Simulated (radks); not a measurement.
All-electron atom: N I in [He] 2s2 2p3.

Method: non-relativistic Kohn-Sham, PBE, spin-polarised, spherical densities, point nucleus; open shells are filled with parallel spins first; hard spherical wall at 6 bohr; computed with a radial shooting solver on a logarithmic mesh with Libxc functionals.

Energy parts (Ry):
total: -109.06761
kinetic: 108.79749
electron-nucleus: -256.66132
Hartree: 52.22605
exchange-correlation: -13.42984

Orbitals (lengths in bohr, moments of r in powers of bohr; r(max) is where P^2 peaks):
| orbital | occ. | eigenvalue (Ry) | <1/r> | r(max) | <r^4> |
|---|---|---|---|---|---|
| 1s up | 1 | -28.20471 | 6.625 | 0.1485 | 0.01360 |
| 1s down | 1 | -28.09262 | 6.641 | 0.1483 | 0.01335 |
| 2s up | 1 | -1.44992 | 1.113 | 1.010 | 8.318 |
| 2s down | 1 | -1.11321 | 1.069 | 1.028 | 10.49 |
| 2p up | 3 | -0.60042 | 0.9617 | 0.9631 | 15.90 |
| 2p down | 0 | -0.29076 | 0.8870 | 1.009 | 25.23 |
| 3s up | 0 | 0.24878 | 0.3932 | 3.614 | 221.2 |
| 3s down | 0 | 0.35721 | 0.3981 | 3.687 | 229.9 |
| 3p up | 0 | 0.46211 | 0.4139 | 3.839 | 240.7 |
| 3p down | 0 | 0.58682 | 0.4484 | 3.930 | 244.3 |
| 3d up | 0 | 0.61965 | 0.3047 | 3.724 | 232.0 |
| 3d down | 0 | 0.71181 | 0.2978 | 3.768 | 241.8 |

The highest occupied level is 2p up at -8.169 eV. The electron density at the nucleus is 207 e/bohr^3. The pressure on the wall is 0.203 GPa. The spin density at the nucleus is -0.0127 e/bohr^3 (1s -0.4423, 2s 0.4296), a Fermi contact field of -0.665 T. Spin moment in Bohr magnetons: 3.
